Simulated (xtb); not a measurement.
HN (SMILES [NH]), singlet, from a rough starting geometry; GFN2-xTB run with xtb 6.7.1.

Input for xtb:
```
$ xtb mol.xyz --gfn 2 --opt vtight --json

# file mol.xyz
2

N      0.04921598    -0.07286215    -0.52946944
H     -0.09203407     0.05700242     0.49761512
```

It wrote (shortened):

```
   ID    Z sym.   atoms
    1    7 N      1
    2    1 H      2

           -------------------------------------------------
          |                Calculation Setup                |
           -------------------------------------------------

           -------------------------------------------------
          |                 G F N 2 - x T B                 |
           -------------------------------------------------

          ...................................................
          :                      SETUP                      :
          :.................................................:
          :  # basis functions                   5          :
          :  # atomic orbitals                   5          :
          :  # shells                            3          :
          :  # electrons                         6          :
          :  max. iterations                   250          :
          :  Hamiltonian                  GFN2-xTB          :
          :  restarted?                      false          :
          :  GBSA solvation                  false          :
          :  PC potential                    false          :
          :  electronic temp.          300.0000000     K    :
          :  accuracy                    1.0000000          :
          :  -> integral cutoff          0.2500000E+02      :
          :  -> integral neglect         0.1000000E-07      :
          :  -> SCF convergence          0.1000000E-05 Eh   :
          :  -> wf. convergence          0.1000000E-03 e    :
          :  Broyden damping             0.4000000          :
          :  net charge                          0          :
          :  unpaired electrons                  0          :
          ...................................................

 iter      E             dE          RMSdq      gap      omega  full diag
   1     -3.2161058 -0.321611E+01  0.686E+00    0.00       0.0  T
   2     -3.2176754 -0.156960E-02  0.407E+00    0.00       1.0  T
   3     -3.2179250 -0.249613E-03  0.436E-01    0.00       1.0  T
   4     -3.2179579 -0.329264E-04  0.973E-02    0.00       1.0  T
   5     -3.2179579 -0.310162E-07  0.417E-02    0.00       1.7  T
   6     -3.2179585 -0.555425E-06  0.495E-04    0.00     142.9  T
   7     -3.2179585 -0.803895E-10  0.671E-05    0.00    1054.6  T

   *** convergence criteria satisfied after 7 iterations ***

         :::::::::::::::::::::::::::::::::::::::::::::::::::::
         ::                     SUMMARY                     ::
         :::::::::::::::::::::::::::::::::::::::::::::::::::::
         :: total energy              -3.204089646045 Eh    ::
         :: gradient norm              0.020069984609 Eh/a0 ::
         :: HOMO-LUMO gap              0.000000627304 eV    ::
         ::.................................................::
         :: SCC energy                -3.217958481060 Eh    ::
         :: -> isotropic ES            0.003769472718 Eh    ::
         :: -> anisotropic ES         -0.002811492447 Eh    ::
         :: -> anisotropic XC          0.015365620791 Eh    ::
         :: -> dispersion             -0.000080466165 Eh    ::
         :: repulsion energy           0.013868835015 Eh    ::
         :: add. restraining           0.000000000000 Eh    ::
         :: total charge               0.000000000002 e     ::
         :::::::::::::::::::::::::::::::::::::::::::::::::::::

      -----------------------------------------------------------
     |                   =====================                   |
     |                        A N C O P T                        |
     |                   =====================                   |
     |               Approximate Normal Coordinate               |
     |                Rational Function Optimizer                |
      -----------------------------------------------------------
      -----------------------------------------------------------
[...]
 * total energy  :    -3.2040896 Eh     change       -0.1865175E-11 Eh
 * total energy  :    -3.2043583 Eh     change       -0.2686830E-03 Eh
 * total energy  :    -3.2043813 Eh     change       -0.2301843E-04 Eh
 * total energy  :    -3.2043815 Eh     change       -0.1178393E-06 Eh
 * total energy  :    -3.2043815 Eh     change       -0.4674702E-07 Eh
   *** GEOMETRY OPTIMIZATION CONVERGED AFTER 5 ITERATIONS ***
[...]
   1     -3.2210286 -0.322103E+01  0.551E-05    0.00       0.0  T
   2     -3.2210286  0.122292E-09  0.536E-04    0.00     131.9  T
   3     -3.2210286 -0.123557E-09  0.553E-06    0.00   12776.9  T

   *** convergence criteria satisfied after 3 iterations ***

         :::::::::::::::::::::::::::::::::::::::::::::::::::::
         ::                     SUMMARY                     ::
         :::::::::::::::::::::::::::::::::::::::::::::::::::::
         :: total energy              -3.204381512095 Eh    ::
         :: gradient norm              0.000000523886 Eh/a0 ::
         :: HOMO-LUMO gap              0.000000005597 eV    ::
         ::.................................................::
         :: SCC energy                -3.221028614286 Eh    ::
         :: -> isotropic ES            0.003783116911 Eh    ::
         :: -> anisotropic ES         -0.002872925635 Eh    ::
         :: -> anisotropic XC          0.015425782858 Eh    ::
         :: -> dispersion             -0.000079973462 Eh    ::
         :: repulsion energy           0.016647102192 Eh    ::
         :: add. restraining           0.000000000000 Eh    ::
         :: total charge               0.000000000005 e     ::
         :::::::::::::::::::::::::::::::::::::::::::::::::::::

           -------------------------------------------------
          |                Property Printout                |
           -------------------------------------------------

    * Orbital Energies and Occupations

         #    Occupation            Energy/Eh            Energy/eV
      -------------------------------------------------------------
         1        2.0000           -0.6130046             -16.6807
         2        2.0000           -0.4732466             -12.8777
         3        1.0000           -0.4477993             -12.1852 (HOMO)
         4        1.0000           -0.4477993             -12.1852 (LUMO)
         5                          0.0856311               2.3301
      -------------------------------------------------------------
                  HL-Gap            0.0000000 Eh            0.0000 eV
             Fermi-level           -0.4477993 Eh          -12.1852 eV

     #   Z          covCN         q      C6AA      α(0)
     1   7 N        0.859    -0.182    25.224     7.292
     2   1 H        0.859     0.182     1.204     1.719

 Mol. C6AA /au·bohr⁶  :         37.374873
 Mol. C8AA /au·bohr⁸  :        749.781087
 Mol. α(0) /au        :          9.010833

Wiberg/Mayer (AO) data.
largest (>0.10) Wiberg bond orders for each atom

 ---------------------------------------------------------------------------
     #   Z sym  total        # sym  WBO       # sym  WBO       # sym  WBO
 ---------------------------------------------------------------------------
     1   7 N    0.967 --     2 H    0.967
     2   1 H    0.967 --     1 N    0.967
 ---------------------------------------------------------------------------

Topologies differ in total number of bonds
Writing topology from bond orders to xtbtopo.mol

molecular dipole:
                 x           y           z       tot (Debye)
 q only:       -0.048       0.044       0.346
   full:       -0.091       0.084       0.661       1.708
molecular quadrupole (traceless):
                xx          xy          yy          xz          yz          zz
 q only:        0.015      -0.002       0.007      -0.019      -0.010      -0.022
  q+dip:        0.079      -0.000       0.065      -0.014      -0.038      -0.145
   full:        0.340       0.014       0.328       0.095      -0.139      -0.668

optimized geometry written to: xtbopt.xyz

           -------------------------------------------------
          | TOTAL ENERGY               -3.204381512095 Eh   |
          | GRADIENT NORM               0.000000523886 Eh/α |
          | HOMO-LUMO GAP               0.000000005597 eV   |
           -------------------------------------------------

normal termination of xtb
```
